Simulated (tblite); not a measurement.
C₆H₁₂O₂ (charge +1 and doublet state).
Geometry (GFN2-xTB, Å), atoms numbered from 1 in this order:
```
atom  x, y, z in Å
C1    -2.5791    0.1623   -1.3715
C2    -1.5254    0.1272   -0.5338
C3    -1.6796    0.1007    0.9465
O4    -3.0003    0.1627    1.3397
C5    -0.1155    0.1099   -1.0369
O6     0.7844    0.0311    0.0184
C7     2.1595    0.0646   -0.2889
C8     2.9583   -0.4574    0.8886
H9    -3.5804    0.1744   -0.9738
H10   -2.4619    0.1798   -2.4416
H11   -1.0758    0.9319    1.3647
H12   -1.1694   -0.8089    1.3234
H13   -3.0860    0.1343    2.3013
H14    0.0613    1.0131   -1.6497
H15    0.0117   -0.7407   -1.7315
H16    2.3680   -0.5156   -1.1989
H17    2.4537    1.1071   -0.4989
H18    2.7357    0.1099    1.7888
H19    2.7163   -1.5014    1.0763
H20    4.0192   -0.3743    0.6748
```

Structure optimised with GFN2-xTB, isolated species. This method treats the open shell by occupation alone, without spin polarisation.

Take the most abundant isotopes and a rigid rotor. The values belong to one conformer with, in the numbering `[CH2+:1][C:2]([CH2:3][OH:4])[CH2:5][O:6][CH2:7][CH3:8]`, H–C1–C2–C3 0° and 180°, C1–C2–C3–O4 -2°, C2–C3–O4–H 179°, C1–C2–C5–O6 -178°, C2–C5–O6–C7 -177°.

Question: What are A, B and C (GHz)?

Answer: Ia = 125.16, Ib = 525.93, Ic = 635.51 u·Å²; 505379 MHz·u·Å²/I gives 4038, 960.9 and 795.2 MHz, that is A = 4.0378, B = 0.9609, C = 0.7952 GHz.

Question: What kind of rotor is it?

Answer: An asymmetric top. Ray's parameter κ = (2B − A − C)/(A − C) = -0.898; −1 is the prolate and +1 the oblate limit.

Question: Is it planar, by Δ = Ic − Ia − Ib?

Answer: Not planar: Δ = Ic − Ia − Ib = -15.59 u·Å². For a rigid frame Δ = −2 Σ m c², so Σ m c² = 7.79 u·Å² lies off the ab plane: 6.59 from hydrogen and 1.20 from heavier atoms. The atom farthest from that plane is 1.25 Å away.

Question: List the rotational levels J(Ka,Kc) to J = 3 (K).

Answer: Above 0(0,0), as E/k:
J = 1: 1(0,1) 0.084, 1(1,1) 0.232, 1(1,0) 0.240
J = 2: 2(0,2) 0.253, 2(1,2) 0.393, 2(1,1) 0.416, 2(2,1) 0.859, 2(2,0) 0.860
J = 3: 3(0,3) 0.504, 3(1,3) 0.633, 3(1,2) 0.681, 3(2,2) 1.112, 3(2,1) 1.114, 3(3,1) 1.871, 3(3,0) 1.871
Those of J = 1 are B + C, A + C and A + B.

For this open shell read J as N, the rotation without spin; fine and hyperfine splittings come on top. Its GFN2-xTB frequencies are all real (lowest 24 cm⁻¹). Zero-point vibration and centrifugal distortion are left out.

These are computed values.
